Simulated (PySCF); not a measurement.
# Stretching CsGa

Set-up: PySCF, scalar-relativistic core potentials, basis sets Cs def2-SVP with ECP46, Ga def2-SVP. Energies in eV from Cs + Ga in their ground configurations at the same level. State: ³Π (triplet), unpaired electrons σ ↑, π ↑.

All columns are ωB97X. A positive dipole means Cs(−)Ga(+).

| R (Å) | E (eV) | μ (D) | Mulliken charge on Cs (basis-dependent) | HOMO (eV) | LUMO (eV) | Mayer bond order | ⟨S²⟩ |
| --- | --- | --- | --- | --- | --- | --- | --- |
| 3.169 | -0.266 | -8.73 | 0.51 | -4.21 | -0.07 | 0.80 | 2.00 |
| 3.317 | -0.394 | -9.22 | 0.50 | -4.24 | -0.11 | 0.80 | 2.00 |
| 3.464 | -0.458 | -9.58 | 0.50 | -4.22 | -0.14 | 0.80 | 2.00 |
| 3.575 | -0.475 | -9.79 | 0.49 | -4.17 | -0.17 | 0.80 | 2.00 |
| 3.685 | -0.472 | -9.95 | 0.48 | -4.13 | -0.19 | 0.80 | 2.00 |
| 3.796 | -0.454 | -10.03 | 0.46 | -4.11 | -0.21 | 0.80 | 2.00 |
| 3.943 | -0.415 | -10.00 | 0.44 | -4.11 | -0.24 | 0.79 | 2.00 |
| 4.127 | -0.351 | -9.65 | 0.39 | -4.04 | -0.26 | 0.76 | 2.00 |
| 4.348 | -0.269 | -8.68 | 0.32 | -3.94 | -0.26 | 0.69 | 2.00 |
| 4.643 | -0.173 | -6.85 | 0.22 | -3.84 | -0.24 | 0.55 | 2.00 |

A fit through these points gives, at Re = 3.610 Å, μ = -9.85 D and dμ/dR = -1.49 D/Å; the reduced mass is 45.39 u.

**Question.** How strong is the fundamental in the double-harmonic approximation, I = 42.26·(dμ/dR)²/μred km/mol?

**Answer.** I = 42.26·(-1.49)²/45.39 = 2.07 km/mol at ωB97X.

Spin–orbit coupling is left out, which matters for elements this heavy, above all for dissociation energies. The state is the lowest determinant that a PBE0 search found; another state may lie lower at other levels.
